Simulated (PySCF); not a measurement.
Hg+: interval between two levels

Hg+ [Xe] 4f14 5d10 6s1 [2S1/2, M_J = 1/2] → Hg+ [Xe] 4f14 5d10 6p1 [2P3/2, M_J = 3/2], as a difference of total energies. Computed with PySCF 2.14 in x2c-SVPall-2c with one added diffuse shell each of s, p, d type (8s11p10d2f, 105 functions), with the two-component X2C-1e Hamiltonian. Correlated levels: [Kr] 4d10 4f14 frozen; the 22 highest virtual spinors dropped. "Screened" scales the spin-orbit matrix elements by Boettger's factors to mimic the two-electron term; Breit and QED terms are absent.

| method | interval between two levels (cm⁻¹) | error (cm⁻¹) |
| --- | --- | --- |
| GHF (screened spin-orbit) | 56471 | -4137 |
| GMP2 (screened spin-orbit) | 59396 | -1213 |

Reference: 60608 cm⁻¹ (measured; NIST Handbook of Basic Atomic Spectroscopic Data (Sansonetti and Martin, J. Phys. Chem. Ref. Data 34, 1559 (2005))).

Errors of the correlated levels include the incompleteness of this basis and the frozen core.
